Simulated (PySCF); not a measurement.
A side-by-side comparison of computed properties.

First species: 4-isopropylaniline, C9H13N.
Structure used (GFN2-xTB), in Å, numbered top down from 1:
```xyz
23
C9H13N angstrom
C     -2.4601    0.9255   -0.6250
C     -1.7633   -0.3844   -0.2501
C     -2.3279   -0.9425    1.0581
C     -0.2701   -0.1857   -0.1590
C      0.5881   -0.8652   -1.0135
C      1.9557   -0.6850   -0.9530
C      2.5123    0.1938   -0.0260
N      3.8732    0.4420   -0.0135
C      1.6554    0.8743    0.8383
C      0.2906    0.6854    0.7678
H     -2.3218    1.6716    0.1535
H     -2.0497    1.3189   -1.5525
H     -3.5276    0.7633   -0.7587
H     -1.9606   -1.1141   -1.0437
H     -3.3920   -1.1452    0.9542
H     -1.8230   -1.8690    1.3240
H     -2.1925   -0.2328    1.8706
H      0.1799   -1.5519   -1.7422
H      2.6049   -1.2232   -1.6295
H      4.2429    0.8308    0.8391
H      4.4548   -0.2666   -0.4314
H      2.0714    1.5581    1.5654
H     -0.3455    1.2289    1.4510
```

Second species: C4H10O3Si2.
SMILES with atom numbers: `[CH3:1][CH2:2][O:3][C@@H:4]1[SiH2:5][O:6][SiH2:7][C:8]1=[O:9]` (hydrogens: H10, H11, H12 on C1; H13, H14 on C2; H15 on C4; H16, H17 on Si5; H18, H19 on Si7)

Cartesian coordinates in Å at the GFN2-xTB level; atoms count from 1:
```
atom  x, y, z in Å
C1     2.6632   -0.3955   -0.7435
C2     1.6656    0.3668    0.1114
O3     0.5239   -0.4472    0.3096
C4    -0.4822    0.1648    1.0976
Si5   -1.8094   -1.2251    1.0262
O6    -2.3580   -0.8997   -0.4801
Si7   -1.8499    0.4564   -1.2723
C8    -1.1348    1.2750    0.3199
O9    -1.3563    2.3796    0.7596
H10    2.9528   -1.3155   -0.2430
H11    2.2138   -0.6486   -1.6998
H12    3.5466    0.2143   -0.9117
H13    1.3754    1.3084   -0.3791
H14    2.1086    0.6168    1.0879
H15   -0.0918    0.4911    2.0677
H16   -1.1537   -2.5178    0.9884
H17   -2.9065   -1.0148    1.9619
H18   -0.8610    0.0819   -2.2698
H19   -3.0562    1.1181   -1.7384
```

Levels: PBE0/pcSseg-1 for HOMO energy, LUMO energy and HOMO–LUMO gap. Geometries: GFN2-xTB. Each structure is a single optimised conformer of the isolated species, non-relativistic unless stated; the electronic structure was computed with PySCF and density fitting.

Dipoles, sizes and rotational constants follow the conformer. The torsions of the flexible species, by atom-mapped SMILES:
- `[CH3:1][CH:2]([CH3:3])[c:4]1[cH:5][cH:6][c:7]([NH2:8])[cH:9][cH:10]1`: C1–C2–C4–C5 -117°, H–N8–C7–C6 -161°, H–N8–C7–C6 -23°

The conformers of `CCO[C@@H]1[SiH2]O[SiH2]C1=O` aren't listed.

| property | column X | column Y |
| --- | --- | --- |
| HOMO energy | -5.68 eV | -6.64 eV |
| LUMO energy | 0.05 eV | -1.57 eV |
| HOMO–LUMO gap | 5.73 eV | 5.07 eV |

Q: Which column belongs to which species?

A: Column X is the first species and column Y the second. The first has 23 atoms and 74 electrons, the second 19 and 86.

Q: How does each property change from the first species to the second?

A: HOMO energy -0.96 eV; LUMO energy -1.62 eV; HOMO–LUMO gap -0.66 eV.

